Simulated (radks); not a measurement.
The aluminium ion Al10+, [He] 2s1. All-electron calculation, non-relativistic Kohn-Sham, LDA (Slater exchange, Perdew-Wang correlation), spin-polarised, spherical densities, point nucleus. Program: a radial shooting solver on a logarithmic mesh with Libxc functionals. Every spin shell is full or empty, so the densities are truly spherical. Functionals are evaluated on that one density, not self-consistently. Rank these orbital-free kinetic functionals by their error against the exact value of the orbitals, and give that value: Thomas-Fermi, von Weizsacker, TF + vW/9, TF + vW/5, APBEK, Perdew 92, Thakkar, Pearson, LKT, PG1, Ernzerhof.

Answer. Exact: 176.068 hartree. From best to worst, with 100 (|E| - |E exact|)/|E exact| (equal figures are ties): APBEK +0.17, Thakkar +0.40, TF + vW/9 +0.41, Perdew 92 +0.43, Ernzerhof +3.21, Pearson -4.04, von Weizsacker -6.87, TF + vW/5 +8.68, Thomas-Fermi -9.94, PG1 +47.67, LKT +54.89.
